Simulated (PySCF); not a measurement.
**MBe cations for M along the alkaline earths**

HF with double-zeta basis sets in PySCF, for the lowest determinant that a PBE0 search found; no spin–orbit coupling. De refers to high-spin ground-configuration atoms (the charge goes to the atom of lower measured ionisation energy or higher electron affinity, which is not always the lowest computed limit). A positive dipole points towards Be; it is taken about the centre of mass and depends on that origin.

```json
{"M": "Be", "basis": "cc-pVDZ", "reference": "ROHF", "charged atom": "Be+", "state (unpaired electrons)": "doublet (σ ↑)", "Re (Å)": "2.245", "ωe (cm⁻¹)": "527", "De (eV)": "1.54", "μ (D)": "n/a"}
{"M": "Mg", "basis": "cc-pVDZ", "reference": "ROHF", "charged atom": "Mg+", "state (unpaired electrons)": "doublet (σ ↑)", "Re (Å)": "2.803", "ωe (cm⁻¹)": "266", "De (eV)": "0.62", "μ (D)": "1.98"}
{"M": "Ca", "basis": "def2-SVP", "reference": "ROHF", "charged atom": "Ca+", "state (unpaired electrons)": "doublet (σ ↑)", "Re (Å)": "3.382", "ωe (cm⁻¹)": "173", "De (eV)": "0.32", "μ (D)": "1.84"}
{"M": "Sr", "basis": "def2-SVP", "reference": "ROHF", "charged atom": "Sr+", "state (unpaired electrons)": "doublet (σ ↑)", "Re (Å)": "3.631", "ωe (cm⁻¹)": "136", "De (eV)": "0.21", "μ (D)": "2.47"}
```

The shortest bond is that of Be₂⁺ (2.245 Å), the longest that of SrBe⁺ (3.631 Å).

The rows differ in basis set, which adds steps of its own.

Down a group the atoms grow and get heavier, so bonds lengthen and wavenumbers fall; this series shows no clear exception.

Spin–orbit coupling is left out. For an ion De counts to the pair picked by the measured ionisation energies or electron affinities, which need not be the lowest pair at this level. Hartree–Fock leaves out correlation, which carries a large part of most bond energies and some tenths to 1 eV of ionisation energies. States were picked by a PBE0 search and need not be the measured ground states.
